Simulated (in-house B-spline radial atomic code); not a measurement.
Inner-shell binding energies (edges) and X-ray emission energies of free atoms and ions, as differences of relaxed hole-state energies with first-order Breit, QED and recoil terms, without correlation or multiplet splittings, in NIST's listed ground configurations. For neutral atoms such line energies lie within some 1 to 5 eV of tabulated X-ray lines (up to 20 eV for the heaviest). K = 1s, L1 = 2s, L2 = 2p1/2, L3 = 2p3/2. A dash marks a subshell that is part filled or wasn't run, or a line left out. Computed with a B-spline radial code for spherical atoms: Dirac-Hartree-Fock, average of the configuration, finite nuclei.

```csv
ion,configuration,K edge (eV),L1 edge (eV),L3 edge (eV),K-L3 (eV),K-L2 (eV)
Mg,[Ne] 3s2,1310.82,97.817,56.298,1254.53,1254.26
Al+,[Ne] 3s2,?,?,?,?,?
Si2+,[Ne] 3s2,1874.07,185.58,131.94,1742.13,1741.51
P3+,[Ne] 3s2,2197.49,240.3,180.48,2017,2016.12
S4+,[Ne] 3s2,2548.65,302.1,236,2312.65,2311.43
Cl5+,[Ne] 3s2,2927.57,370.92,298.43,2629.13,2627.47
Ar6+,[Ne] 3s2,?,?,?,?,?
K7+,[Ne] 3s2,3768.74,529.59,443.93,3324.81,3321.94
```

Problem. Fill in the row of Al+.

Solution. K edge (eV): 1578.46; L1 edge (eV): 138.01; L3 edge (eV): 90.467; K-L3 (eV): 1487.99; K-L2 (eV): 1487.57.

Problem. Fill in the row of Ar6+.

Solution. K edge (eV): 3334.25; L1 edge (eV): 446.75; L3 edge (eV): 367.75; K-L3 (eV): 2966.5; K-L2 (eV): 2964.3.
